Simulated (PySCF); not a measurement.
PySCF 2.14 output of an unrestricted BLYP calculation on a single atom or ion in aug-cc-pwCVDZ (6s5p3d, 36 functions), with the non-relativistic Hamiltonian (point nucleus):

```
SCF conv_tol = 1e-09
number electrons alpha = 9  beta = 5
    A. D. Becke.,  Phys. Rev. A 38, 3098 (1988)
    C. Lee, W. Yang, and R. G. Parr.,  Phys. Rev. B 37, 785 (1988)
    B. Miehlich, A. Savin, H. Stoll, and H. Preuss.,  Chem. Phys. Lett. 157, 200 (1989)
cycle= 1 E= -396.596970667901  delta_E= -0.00559  |g|= 0.00591  |ddm|= 0.181
cycle= 2 E= -396.596979991884  delta_E= -9.32e-06  |g|= 0.000828  |ddm|= 0.0287
cycle= 3 E= -396.596980306409  delta_E= -3.15e-07  |g|= 0.000197  |ddm|= 0.00482
cycle= 4 E= -396.596980312514  delta_E= -6.11e-09  |g|= 4.43e-05  |ddm|= 0.000547
cycle= 5 E= -396.596980312697  delta_E= -1.82e-10  |g|= 3.09e-07  |ddm|= 5.75e-05
converged SCF energy = -396.596980312697  <S^2> = 6.0000143  2S+1 = 5.0000057
```

The run itself started from symmetry-adapted Hartree-Fock orbitals and held the occupation by maximum overlap, on a logarithmic radial grid, so the iterations belong to that start.

**Question.** Which element, charge and spin multiplicity is this?

**Answer.** S²⁺ (sulfur, charge +2), multiplicity 5; the state was [Ne] 3s1 3p3, high-spin 5S determinant (an excited configuration).
